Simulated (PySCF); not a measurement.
## Static response to an electric field

Compound: AlEt2(OH), C4H11AlO.
Structure used (PBE0-D3(BJ)/def2-SVP), in Å, numbered top down from 1:
```xyz
17
C4H11AlO angstrom
Al    -0.131   -0.129   -0.064
C      1.817   -0.274    0.162
C      2.424   -1.667    0.001
H      2.073    0.147    1.153
H      2.281    0.431   -0.555
H      3.520   -1.669    0.127
H      2.018   -2.379    0.739
H      2.219   -2.091   -0.996
C     -1.139    1.522    0.239
C     -2.642    1.470   -0.040
H     -0.662    2.322   -0.359
H     -0.953    1.828    1.287
H     -3.140    2.432    0.168
H     -2.852    1.215   -1.090
H     -3.143    0.703    0.571
O     -1.041   -1.495   -0.554
H     -0.676   -2.364   -0.729
```

Level: CAM-B3LYP/def2-SVPD (PySCF), static field, nuclei fixed, core orbitals frozen in the response. The polarisability tensor in these axes (au):

```
x   89.17 -8.92  1.34
y   -8.92 80.47  2.31
z    1.34  2.31 66.50
```

Q: What are the eigenvalues, a third of the trace, and Δα (Δα² = ½Σ(αi − αj)² over the three pairs)?

A: Principal values 65.72, 75.67 and 94.75 au; mean 78.71 au = 11.66 Å³ = 12.98 × 10⁻⁴⁰ C²·m²/J; Δα = 25.55 au (32 % of the mean).

Q: What is the dipole moment, and where does it point?

A: (1.39, -0.10, 0.17) D, 1.40 D in size, pointing from the negative to the positive side. Measured along this direction, the outermost atoms are H13 at the negative end and H6 at the positive end.

Q: What depolarisation ratio follows for Rayleigh scattering of linearly polarised light, taking the static tensor?

A: ρ = 3Δα²/(45ᾱ² + 4Δα²) = 1957.7/(278816 + 2610.2) = 0.00696.

Q: Form Σ f/ω² (atomic units) for the 15 lowest TDDFT singlets, given as eV and f, and set it beside the mean polarisability, which is this sum over all singlets: 5.83, 0.0002; 5.97, 0.0585; 7.00, 0.0296; 7.21, 0.0380; 7.33, 0.0035; 7.57, 0.0554; 7.68, 0.0143; 8.05, 0.0136; 8.14, 0.1968; 8.24, 0.0310; 8.30, 0.0015; 8.37, 0.0009; 8.41, 0.0292; 8.50, 0.0364; 8.53, 0.0019.

A: They add up to 6.57 au, 8.3 % of the 78.71 au; the largest single term is 2.20 au, from the state at 8.14 eV. Terms in order: 0.00, 1.21, 0.45, 0.54, 0.05, 0.72, 0.18, 0.16, 2.20, 0.34, 0.02, 0.01, 0.31, 0.37, 0.02 au. Higher excitations give the rest. The strengths listed sum to 0.511.

Q: Find the Langevin capture rate constant for NO+ (29.998 u) meeting this molecule (102.063 u), k = 2.342 × 10⁻⁹ cm³/s × √(α in Å³ / reduced mass in u).

A: The reduced mass is 23.18 u, so k = 1.66 × 10⁻⁹ cm³/s. The formula leaves out the permanent dipole, which adds to the capture rate.

Q: What would n − 1 = 2πNα be for an ideal gas of these molecules at 298.15 K and 1 atm, electronic part alone?

A: N = p/kT = 2.4615 × 10¹⁹ cm⁻³, so n − 1 = 2π × N × 11.66 × 10⁻²⁴ cm³ = 1804 × 10⁻⁶ at long wavelengths.

Q: In a dilute gas of rigid molecules at 500 K, how does the orientational term μ²/3kT compare with the electronic polarisability?

A: In Gaussian units μ²/3kT = 9.50 Å³ against 11.66 Å³, a ratio of 0.81; the Debye molar polarisation (4π/3)N_A(α + μ²/3kT) is 53.4 cm³/mol, leaving out the vibrational part.

One conformer (not necessarily the lowest) at the PBE0-D3(BJ)/def2-SVP geometry, without solvent, vibrations or thermal averaging.
